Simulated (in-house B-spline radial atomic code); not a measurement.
Configurations of La4+, with energies counted from [Kr] 4d10 5s2 5p5. Method: scalar-relativistic (X2C) Hartree-Fock, spin-polarised, averaged over the determinants with the given up and down occupations, Fermi nucleus of rms radius 4.855 fm. Calculated with a radial B-spline atomic code at the basis-set limit. Shells without spins written out take the highest spin.

Occupations are held fixed; configurations that lie above the ionisation limit could autoionise.

```json
{"configuration": "[Kr] 4d10 5s2 5p4 6p1", "E - E(ref) (eV)": "33.488", "highest orbital": "6p up", "its <r> (bohr)": "3.624"}
{"configuration": "[Kr] 4d10 5s(0 up, 1 down) 5p(2 up, 3 down) 6d(1 up, 0 down)", "E - E(ref) (eV)": "61.087", "highest orbital": "6d up", "its <r> (bohr)": "4.612"}
{"configuration": "[Kr] 4d(5 up, 4 down) 4f(0 up, 1 down) 5s2 5p(2 up, 3 down)", "E - E(ref) (eV)": "104.73", "highest orbital": "4f down", "its <r> (bohr)": "1.027"}
{"configuration": "[Ar] 3d9 4s2 4p6 4d10 5s2 5p5 5d1", "E - E(ref) (eV)": "852.65", "highest orbital": "5d up", "its <r> (bohr)": "2.101"}
{"configuration": "[Ar] 3d9 4s2 4p6 4d10 5s2 5p5 5f1", "E - E(ref) (eV)": "873.28", "highest orbital": "5f up", "its <r> (bohr)": "3.687"}
```

(1) Order these further configurations by energy, lowest first.
A. [Ar] 3d(5 up, 4 down) 4s2 4p6 4d10 4f(0 up, 1 down) 5s2 5p(3 up, 2 down)
B. [Kr] 4d10 5s(0 up, 1 down) 5p(2 up, 3 down) 6s(0 up, 1 down)
C. [Ar] 3d9 4s2 4p6 4d10 5s2 5p5 6s1
D. [Kr] 4d9 5s2 5p5 6p1
E. [Kr] 4d9 4f1 5s2 5p5

Answers

(1) B (47.89 eV), E (102.37 eV), D (124.57 eV), A (842.8 eV), C (860.21 eV).
